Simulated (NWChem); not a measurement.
TeCl$_{3}$, doublet; SMILES Cl[Te](Cl)Cl

```xyz
4

Te     0.3307     0.1121     0.0000
Cl     0.5175    -0.1632    -2.4614
Cl     0.5175    -0.1632     2.4614
Cl    -2.0464    -0.0164     0.0000
```
Atoms are numbered in this order, from 1.

Program: NWChem. Spin-unrestricted. In the optimisation the excess spin sits in a' (Cs, its own frame). Structure relaxed at the PBE-D3(BJ)/def2-SVP, spin-unrestricted level. This spin state was assumed; another may lie lower. No stability test was run on the SCF state. def2 effective core potentials on Te; no spin-orbit coupling. Total energies compare along this basis series because the functional is fixed.

```csv
level,basis functions,energy (Ha),highest occupied level (eV),"lowest empty minus highest occupied level, either spin (eV)",dipole (D),<S²>
UHF/def2-SVP,80,-1645.0486,-10.58,8.44,1.11,0.765
UHF/def2-SVPD,116,-1645.0817,-10.96,8.67,0.92,0.766
UHF/def2-TZVP,161,-1645.5466,-10.80,8.73,0.91,0.769
UHF/def2-TZVPP,176,-1645.5468,-10.80,8.73,0.91,0.769
```
